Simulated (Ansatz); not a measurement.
The first iterations of a band of CH₅ClOSi (9 atoms, charge 0, multiplicity 1).

Theory: Ansatz 0.2.0, UKS PBE0-D4/6-31G*.

```
movable images  : 5
climbing image  : yes
spring          : 5.0 eV/Å²
optimiser       : quadratic models (default)
start path      : through a guess of the saddle point
force threshold : 0.05 eV/Å
iteration limit : 60
end points      : relaxed
```

Image 0:

```xyz
9
Properties=species:S:1:pos:R:3
Si -0.444 0.582 -0.152
C 1.092 -0.405 0.219
O -1.563 -0.247 -1.039
H -1.900 -1.071 -0.667
H -0.177 1.813 -0.925
Cl -1.253 1.154 1.674
H 1.564 -0.741 -0.711
H 1.816 0.203 0.772
H 0.866 -1.287 0.829
```

Image 6:

```xyz
9
Properties=species:S:1:pos:R:3
Si -1.277 1.184 -0.332
C 1.001 -1.016 0.140
O -2.298 0.249 -0.961
H 0.010 -1.313 -0.219
H -0.127 1.820 -1.008
Cl -1.325 1.862 1.585
H 1.579 -0.586 -0.681
H 0.922 -0.294 0.960
H 1.513 -1.905 0.518
```

| iteration | highest image above the first end (eV) | largest band force component (eV/Å) |
| --- | --- | --- |
| 1 | 3.539 | 12.949 |
| 2 | 2.899 | 1.761 |

**Question.** Does the band converge within its limit, and where does its top end?

**Answer.** It converged. It ended after 8 iterations with the highest image 2.988 eV above the first end. Neighbouring images differ by up to 2.2 eV, so the band resolves the path poorly. A vibrational analysis at the climbing image gives 2 clearly imaginary modes (1493i, 80i cm⁻¹): a point of higher order, so a lower path passes nearby. The orbitals stay closed-shell, which can raise the energy where a bond breaks towards radicals; this wasn't checked here.

Run time: 2.2 min on 2 threads of Arm Neoverse V1 (shared host), peak memory 0.22 GiB.
